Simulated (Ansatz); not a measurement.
Ansatz (a quantum-chemistry and plane-wave program) input:

Ansatz 0.2 input:
```yaml
crystal:
  periodic: [false, false, false]
  atoms:
    - {symbol: Ta, position_ang: [0.00201461, 0.00147624, 0.02351490]}
    - {symbol: H, position_ang: [0.19356976, -1.58666482, -0.78495125]}
    - {symbol: H, position_ang: [-0.34063629, 1.47889920, -0.93163676]}
basis:
  gaussian:
    orbitals: def2-TZVP
hamiltonian:
  xc: b3lyp
  dispersion: d3bj
magnetization: {spin_polarized: true, initial_magnetization: 3}
phonons: {temperatures: {t_min: 298.15, t_max: 298.15, t_step: 100}}
```

### Question
Which total energy does the run end on?

### Answer
-58.07772 Eh (B3LYP-D3(BJ)/def2-TZVP). The basis has 52 functions.

The spin state was set by rule; other spins were not relaxed.

The program attaches cautions to this result: asymmetric forces.
